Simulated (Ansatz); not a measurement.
A made-up structure of AlNH2Te, closed shell:

```xyz
5
angstrom
N -0.7524 -0.5659 -0.3940
Al 0.5421 0.7895 0.1407
Te 0.7722 -1.7899 1.0302
H -1.5377 -0.9141 -0.7426
H 0.9758 2.4805 -0.0344
```

It is relaxed with PBE-D4/def2-SVP and then PBE0-D4/def2-TZVP (Ansatz 0.2.0). Atoms count as bonded within 1.22 times the sum of their covalent radii (H–H: 0.88 Å). The end point is not checked to be a true minimum.

Problem. Does its bonding change? (A judgement: the text doesn't fix the answer.)

Solution. By the calculation: No: no bond forms or breaks.

Where it ends: The first stage lowers the energy by 1.12 eV in 5 steps. It ends as AlNH₂Te ([NH]1[AlH][Te]1):
N1  (-0.500, -0.575, -0.606)
Al2  (0.487, 0.704, 0.122)
Te3  (0.662, -1.588, 0.959)
H4  (-1.486, -0.770, -0.496)
H5  (0.837, 2.229, 0.021)
(Å)

Labels in which every atom is bracketed show which atoms are joined, not bond orders.

For scale, one of the runs: PBE0-D4/def2-TZVP relaxation, 130 basis functions, launched by `ansatz run in.yaml --threads 2 --pin off --events-out ev --progress --plain --max-ram 4352MiB`. The run took about 37 s on 2 CPU threads of an Arm Neoverse V1 (shared host).
